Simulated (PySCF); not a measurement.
**Deuteron quadrupole couplings in `CC(C)[SiH2][SiH2][SiH2][SiH3]`**

Compound: C₃H₁₆Si₄.
Cartesian coordinates in Å at the GFN2-xTB level; atoms count from 1:
```
atom  x, y, z in Å
C1    -2.3648   -1.7007    0.3186
C2    -1.3842   -0.5389    0.2052
C3    -2.0510    0.7570    0.6570
Si4   -0.6865   -0.3680   -1.5689
Si5    0.9669    1.2542   -1.5696
Si6    2.1633    1.4325    0.4208
Si7    3.2507   -0.5023    1.0716
H8    -1.8905   -2.6366    0.0310
H9    -3.2235   -1.5416   -0.3307
H10   -2.7296   -1.8048    1.3405
H11   -0.5498   -0.7404    0.8894
H12   -1.3518    1.5919    0.6254
H13   -2.4246    0.6670    1.6773
H14   -2.8949    0.9957    0.0116
H15   -1.8301   -0.1161   -2.4594
H16   -0.1808   -1.6932   -1.9603
H17    1.9080    0.9652   -2.6652
H18    0.4033    2.5563   -1.9612
H19    3.1168    2.5533    0.3749
H20    1.2410    1.8466    1.4946
H21    2.2987   -1.5960    1.2909
H22    4.0300   -0.3858    2.3064
H23    4.1787   -0.9684    0.0379
```

Level: PBE0/pcSseg-1 (PySCF, non-relativistic); Q(2H) = 0.00286 b; rigid geometry, the same for H and D, with no vibrational averaging.

Question: Rank these positions by the coupling χzz of a deuteron there, largest first.
A. H17 (Si–H hydrogen)
B. H14 (methyl hydrogen)
C. H11 (methine hydrogen)

Answer: B (210 kHz), C (200 kHz), A (108 kHz).

Tabulate Vzz, the asymmetry η and χzz = 234.96 MHz × Q × Vzz for every hydrogen position.

```tsv
atom	bonded to	bond length (Å)	Vzz (au)	η	χzz (kHz)
H8	C1	1.088	0.3145	0.02	211
H9	C1	1.088	0.3133	0.02	211
H10	C1	1.090	0.3116	0.02	209
H11	C2	1.098	0.2979	0.02	200
H12	C3	1.089	0.3125	0.03	210
H13	C3	1.090	0.3111	0.02	209
H14	C3	1.089	0.3120	0.02	210
H15	Si4	1.471	0.1603	0.01	108
H16	Si4	1.471	0.1596	0.01	107
H17	Si5	1.473	0.1605	0.01	108
H18	Si5	1.472	0.1615	0.01	108
H19	Si6	1.472	0.1605	0.01	108
H20	Si6	1.475	0.1584	0.01	106
H21	Si7	1.466	0.1628	0.01	109
H22	Si7	1.465	0.1641	0.00	110
H23	Si7	1.465	0.1634	0.00	110
```

Average by the element that carries the hydrogen.

on C: 209 kHz over 7 positions, mean bond length 1.090 Å; on Si: 108 kHz over 9 positions, mean bond length 1.470 Å.

How does χzz go with the bond length over the 9 Si–H bonds?

A straight-line fit has a slope of -3.3 kHz for each 0.01 Å, with a correlation coefficient of -0.94, over lengths from 1.465 to 1.475 Å. The longer bonds have the smaller couplings here.

A static deuteron (I = 1) shows a doublet split by (3/2)χ, (3/4)χ(1 + η) and (3/4)χ(1 − η) with the field along z, y and x of the gradient. What are these for H14?

With |χ| = 209.7 kHz and η = 0.020: 315, 160 and 154 kHz, to first order and without motion.

Geometry: GFN2-xTB, one conformer, isolated molecule. GFN2-xTB bond lengths can be off by several hundredths of an ångström, more for odd bonds, and the gradients follow them. The basis is small and wasn't made for field gradients, so the couplings can be 20 % off.

These values come from a run that also computed NMR shieldings. Hardware: an Arm Neoverse V1 with one thread, no GPU, shared host with 32 logical CPUs at a one-minute load of 28. Cost: 58 s wall, 0.96 GiB resident at most.
